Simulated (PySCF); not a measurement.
## Polarisability and C₆ of P (phosphorus, neutral)

[Ne] 3s1 3p3 4s1, high-spin 6S determinant (an excited configuration). Computed with PySCF 2.14 in aug-cc-pwCVQZ, with the non-relativistic Hamiltonian (point nucleus). Coupled (time-dependent) response in atomic units; α is the mean over directions.

```
method  mean α (bohr³)  C₆ (like pair)   S(−4)
revPBE           506.9            8010  316300
```

S(−4) is the Cauchy moment in α(ω) = α(0) + S(−4) ω² + …

α(iu) at revPBE:

| u (hartree) | α(iu) (bohr³) |
| --- | --- |
| 0 | 506.9 |
| 0.0500 | 203.0 |
| 0.100 | 79.62 |
| 0.200 | 30.06 |
| 0.300 | 18.12 |
| 0.500 | 9.614 |
| 0.750 | 5.465 |
| 1.00 | 3.511 |
| 1.50 | 1.808 |
| 2.00 | 1.117 |
| 3.00 | 0.5722 |
| 5.00 | 0.2555 |

The outer electron is Rydberg-like, and this basis confines it to a smaller radius and binds it less than a complete one would.
